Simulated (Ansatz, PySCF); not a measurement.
Cu(OH) (CuHO), SMILES [OH][Cu], multiplicity 1. Atoms are numbered in the order given.

```xyz
3

Cu    -0.0265    -0.4154     0.0000
O      0.1465     1.3429     0.0000
H     -0.7447     1.7177     0.0000
```
Charge 0, spin multiplicity 1.

Geometry optimised at r2SCAN-D4/def2-TZVP. The spin state was assumed, not searched.

Two levels are set side by side: PBE-D3(BJ)/def2-TZVP (Ansatz, an electronic-structure program) and r2SCAN-D4/def2-TZVP (Ansatz). Each level has its own optimised geometry; the coordinates shown are those of the second. Frequencies come from the Hessian of PySCF at each geometry. Differences are taken from unrounded values.

| quantity | r2SCAN-D4 | PBE-D3(BJ) | PBE-D3(BJ) minus r2SCAN-D4 |
|---|---|---|---|
| mean bond length (Å) | 1.367 | 1.381 | 0.014 |
| bond Cu1–O2 (Å) | 1.767 | 1.786 | 0.019 |
| bond O2–H3 (Å) | 0.967 | 0.976 | 0.009 |
| highest harmonic wavenumber (cm⁻¹) | 3769 | 3666 | -103 |
| mean harmonic wavenumber (cm⁻¹) | 1732 | 1691 | -41 |
| zero-point energy (kcal/mol) | 7.43 | 7.25 | -0.17 |
